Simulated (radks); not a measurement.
Results of a calculation; reference values are marked as such.
Charge is removed step by step from the 1s level of Rb33+, starting from [He] 2s2. Level of theory: scalar-relativistic Kohn-Sham, PBE, spin-unpolarised, spherical densities, finite nucleus; Fermi nuclear charge, rms radius 4.2036 fm (a radial shooting solver on a logarithmic mesh with Libxc functionals).

removed (e)  E - E(0) (eV)  eigenvalue (eV)  E minus straight line (eV)
0                    0.000         -17691.7                       0.000
0.125               2215.6         -17763.2                     -31.006
0.25                4440.2         -17834.4                     -53.093
0.375               6673.7         -17905.5                     -66.284
0.5                 8916.0         -17976.3                     -70.606
0.625              11167.2         -18046.8                     -66.093
0.75               13427.1         -18117.0                     -52.786
0.875              15695.8         -18186.7                     -30.735
1                  17973.2         -18255.8                       0.000

Removing the whole electron costs 17973.2 eV by Delta-SCF, against 17691.7 eV from minus the eigenvalue at the starting occupation. Slater's transition state (half an electron removed) gives 17976.3 eV. Integrating minus the eigenvalue over the occupation (Janak's theorem) gives 17975.5 eV. In this scalar-relativistic scheme the density is built from large components alone, so the theorem holds only approximately. The mean slope of the eigenvalue, de/dn, is 564 eV per electron.
